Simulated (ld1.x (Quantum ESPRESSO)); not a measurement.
osmium (Os): excitation energies, all-electron against TM

ld1.x (Quantum ESPRESSO) 7.5 input, shortened:

```
&input
   title='Os', zed=76., rel=0, dft='PBE', iswitch=3,
   config='[Xe] 4f14 5d6 6s2 6p0'
 /
 &inputp
   pseudotype=2, tm=.true., lloc=-1, rcloc=1.65,
   nlcc=.false.
 /
3
6S  1  0   2.00   0.00  2.15  2.15  0.0
6P  2  1   0.00   0.00  3.25  3.25  0.0
5D  3  2   6.00   0.00  1.85  1.85  0.0
 &test
   configts(1)='5d6 6s2 6p0'
 /
```

Energies are relative to the spin-unpolarised reference configuration 5d6 6s2 6p0; without spin polarisation the order of configurations can differ from experiment. Not all tests gave a result: 1 of 7 tests not solved or not reliable. Left out of the table: 5d5 6s2 6p1 (solver errors, printed error -43.6 eV).

| valence configuration | charge | ΔE all-electron (eV) | error AE − PS (meV) |
| --- | --- | --- | --- |
| 5d6 6s1 6p0 | +1 | 8.077 | +9.6 |
| 5d6.5 6s1.5 6p0 | 0 | -1.268 | -7.5 |
| 5d6 6s1 6p1 | 0 | 3.650 | +2.6 |
| 5d6 6s0 6p2 | 0 | 7.490 | +11 |

What are ΔE and the potential's error for 5d6 6s0 6p0?

ΔE = 22.809 eV all-electron; the error (AE − PS) is +74 meV.

What are ΔE and the potential's error for 5d5 6s0 6p0?

ΔE = 52.479 eV all-electron; the error (AE − PS) is +121 meV.

Levels in the configuration 5d6 6s0 6p2:

| level | all-electron (eV) | pseudo (eV) |
| --- | --- | --- |
| 5d | -10.372 | -10.409 |
| 6p | -2.677 | -2.671 |

Note: ghost states, extra bound levels that the all-electron valence spectrum of the same l lacks: s at -93.2 eV, p at -36.7 eV. A true bound ghost makes a file unfit for plane-wave use.
